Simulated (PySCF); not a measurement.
boroxine (B₃H₃O₃), SMILES B1OBOBO1.

The structure is a stationary point at ωB97X-D3(BJ)/def2-SVP.

The numbers are results of ωB97X/def2-TZVP run with PySCF, not measurements.

Computed frontier levels, gap, dipole moment and polarisability:
highest occupied level: -12.11 eV
lowest empty level: 1.71 eV
orbital gap: 13.82 eV
dipole moment: 0.00 D
quadrupole, principal values (traceless, Buckingham form, about the centre of nuclear charge): -2.86, -2.86, 5.72 D·Å
mean static polarisability: 43.8 bohr³ (6.49 Å³)
polarisability, principal values: 31.9, 49.8, 49.8 bohr³
